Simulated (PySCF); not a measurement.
HN₂, charge +1, singlet, at a GFN2-xTB geometry; TPSS/def2-SV(P) run with PySCF.

Input for PySCF:
```python
from pyscf import gto, scf, dft

mol = gto.M(
    atom='''
N    -0.000000   -0.000000   -0.435395
N     0.000000    0.000000    0.644830
H    -0.000000   -0.000000   -1.466046
''',
    basis='def2-sv(p)',
    charge=1,
    spin=0,
    verbose=4,
    symmetry=True,
)

mf = dft.RKS(mol)
mf.xc = 'tpss'
mf.kernel()
mf.analyze()
```

It wrote (shortened):

```
PySCF version 2.14.0

[INPUT] verbose = 4
[INPUT] num. atoms = 3
[INPUT] num. electrons = 14
[INPUT] charge = 1
[INPUT] spin (= nelec alpha-beta = 2S) = 0
[INPUT] symmetry True subgroup None
[INPUT] Mole.unit = angstrom
[INPUT] Symbol           X                Y                Z      unit          X                Y                Z       unit  Magmom
[INPUT]  1 N      0.000000000000   0.000000000000  -0.435395000000 AA    0.000000000000   0.000000000000  -0.822777306005 Bohr   0.0
[INPUT]  2 N      0.000000000000   0.000000000000   0.644830000000 AA    0.000000000000   0.000000000000   1.218552096903 Bohr   0.0
[INPUT]  3 H      0.000000000000   0.000000000000  -1.466046000000 AA    0.000000000000   0.000000000000  -2.770425426014 Bohr   0.0

nuclear repulsion = 29.3528792638843
point group symmetry = Coov
symmetry origin: [ 0.00000000e+00  0.00000000e+00 -1.25981742e-07]
symmetry axis x: [1. 0. 0.]
symmetry axis y: [0. 1. 0.]
symmetry axis z: [0. 0. 1.]
num. orbitals of irrep A1 = 14
num. orbitals of irrep E1x = 6
num. orbitals of irrep E1y = 6
num. orbitals of irrep E2x = 2
num. orbitals of irrep E2y = 2
number of shells = 14
number of NR pGTOs = 52
number of NR cGTOs = 30
basis = def2-sv(p)
ecp = {}

******** <class 'pyscf.dft.rks_symm.SymAdaptedRKS'> ********
method = SymAdaptedRKS
initial guess = minao
damping factor = 0
level_shift factor = 0
DIIS = <class 'pyscf.scf.diis.CDIIS'>
diis_start_cycle = 1
diis_space = 8
diis_damp = 0
SCF conv_tol = 1e-09
SCF conv_tol_grad = None
SCF max_cycles = 50
direct_scf = True
direct_scf_tol = 1e-13
XC library pyscf.dft.libxc version 7.1.2
    S. Lehtola, C. Steigemann, M. J. T. Oliveira, and M. A. L. Marques,  SoftwareX 7, 1–5 (2018)
XC functionals = tpss
    J. Tao, J. P. Perdew, V. N. Staroverov, and G. E. Scuseria,  Phys. Rev. Lett. 91, 146401 (2003)
    J. P. Perdew, J. Tao, V. N. Staroverov, and G. E. Scuseria,  J. Chem. Phys. 120, 6898 (2004)
    J. Tao, J. P. Perdew, V. N. Staroverov, and G. E. Scuseria,  Phys. Rev. Lett. 91, 146401 (2003)
    J. P. Perdew, J. Tao, V. N. Staroverov, and G. E. Scuseria,  J. Chem. Phys. 120, 6898 (2004)
radial grids:
    Treutler-Ahlrichs [JCP 102, 346 (1995); DOI:10.1063/1.469408] (M4) radial grids

becke partition: Becke, JCP 88, 2547 (1988); DOI:10.1063/1.454033
pruning grids: <function nwchem_prune>
grids dens level: 3
symmetrized grids: True
atomic radii adjust function: <function treutler_atomic_radii_adjust>
small_rho_cutoff = 0
Freeze 0 electrons in irreps []
    14 free electrons in irreps A1 E1x E1y E2x E2y
Set gradient conv threshold to 3.16228e-05
Initial guess from minao.
tot grids = 37616
init E= -110.305341829935
HOMO (A1) = -0.432827980774821  LUMO (E1y) = -0.0678772980922497  gap/eV = 9.93081
cycle= 1 E= -109.627915137503  delta_E= 0.677  |g|= 0.302  |ddm|= 1.96
HOMO (A1) = -0.754808080887646  LUMO (E1y) = -0.454863635894676  gap/eV = 8.16190
cycle= 2 E= -109.567333667126  delta_E= 0.0606  |g|= 0.652  |ddm|= 0.65
HOMO (A1) = -0.78201988389846  LUMO (E1y) = -0.441636213269372  gap/eV = 9.26231
cycle= 3 E= -109.647278871634  delta_E= -0.0799  |g|= 0.169  |ddm|= 0.438
HOMO (A1) = -0.74732263696521  LUMO (E1y) = -0.413634196167595  gap/eV = 9.08012
cycle= 4 E= -109.65290609559  delta_E= -0.00563  |g|= 0.0259  |ddm|= 0.136
HOMO (A1) = -0.751957722568083  LUMO (E1y) = -0.416264859674789  gap/eV = 9.13467
cycle= 5 E= -109.653071825097  delta_E= -0.000166  |g|= 0.00301  |ddm|= 0.027
HOMO (A1) = -0.751485973131933  LUMO (E1y) = -0.415902373094682  gap/eV = 9.13169
cycle= 6 E= -109.653073861901  delta_E= -2.04e-06  |g|= 0.000314  |ddm|= 0.00188
HOMO (A1) = -0.751431500699476  LUMO (E1y) = -0.415882444220095  gap/eV = 9.13075
cycle= 7 E= -109.653073883001  delta_E= -2.11e-08  |g|= 1.56e-05  |ddm|= 0.000314
HOMO (A1) = -0.751431334256035  LUMO (E1y) = -0.415882995965481  gap/eV = 9.13074
cycle= 8 E= -109.653073883049  delta_E= -4.88e-11  |g|= 1.15e-06  |ddm|= 9.45e-06
HOMO (A1) = -0.751431608888386  LUMO (E1y) = -0.41588302849438  gap/eV = 9.13074
Extra cycle  E= -109.653073883047  delta_E= 2.47e-12  |g|= 3.8e-06  |ddm|= 2.9e-06
converged SCF energy = -109.653073883047
**** SCF Summaries ****
Total Energy =                        -109.653073883046829
Nuclear Repulsion Energy =              29.352879263884315
One-electron Energy =                 -200.527106124686441
Two-electron Energy =                   61.521152977755300
Two-electron Coulomb Energy =           75.304508307729876
DFT Exchange-Correlation Energy =      -13.783355329974574
HOMO-LUMO gap [eV] =                     9.130741949564278
Wave-function symmetry id = 0
occupancy for each irrep:     A1  E1x  E1y  E2x  E2y
                               5    1    1    0    0
**** MO energy ****
MO #1 (A1 #1), energy= -14.6045286788537 occ= 2
MO #2 (A1 #2), energy= -14.595267195466 occ= 2
MO #3 (A1 #3), energy= -1.42898613596301 occ= 2
MO #4 (A1 #4), energy= -1.04161990214204 occ= 2
MO #5 (E1x #1), energy= -0.796782715970077 occ= 2
MO #6 (E1y #1), energy= -0.796782715970077 occ= 2
MO #7 (A1 #5), energy= -0.751431608888386 occ= 2
MO #8 (E1x #2), energy= -0.41588302849438 occ= 0
MO #9 (E1y #2), energy= -0.41588302849438 occ= 0
MO #10 (A1 #6), energy= -0.2655803248387 occ= 0
MO #11 (A1 #7), energy= -0.0199238260972465 occ= 0
MO #12 (A1 #8), energy= 0.214298736968476 occ= 0
MO #13 (E1x #3), energy= 0.29203801100976 occ= 0
MO #14 (E1y #3), energy= 0.29203801100976 occ= 0
MO #15 (A1 #9), energy= 0.322462192273788 occ= 0
 ** Mulliken pop on meta-lowdin orthogonal AOs  **
 ** Mulliken pop  **
pop of  0 N 1s            1.99992
pop of  0 N 2s            1.17154
pop of  0 N 3s            0.01438
pop of  0 N 2px           1.13999
pop of  0 N 2py           1.13999
pop of  0 N 2pz           1.23400
pop of  0 N 3px           0.00372
pop of  0 N 3py           0.00372
pop of  0 N 3pz           0.01652
pop of  0 N 3dxy          0.00000
pop of  0 N 3dyz          0.00243
pop of  0 N 3dz^2         0.00523
pop of  0 N 3dxz          0.00243
pop of  0 N 3dx2-y2       0.00000
pop of  1 N 1s            1.99993
pop of  1 N 2s            1.60119
pop of  1 N 3s            0.01523
pop of  1 N 2px           0.84140
pop of  1 N 2py           0.84140
pop of  1 N 2pz           1.31235
pop of  1 N 3px           0.00794
pop of  1 N 3py           0.00794
pop of  1 N 3pz           0.01497
pop of  1 N 3dxy          0.00000
pop of  1 N 3dyz          0.00452
pop of  1 N 3dz^2         0.00811
pop of  1 N 3dxz          0.00452
pop of  1 N 3dx2-y2       0.00000
pop of  2 H 1s            0.58243
pop of  2 H 2s            0.02419
 ** Mulliken atomic charges  **
charge of    0N =      0.26612
charge of    1N =      0.34050
charge of    2H =      0.39338

WARN: System has nonzero charge 1; the dipole moment is origin-dependent.
Location of origin: [0. 0. 0.]

Dipole moment(X, Y, Z, Debye):  0.00000,  0.00000, -3.08199
```
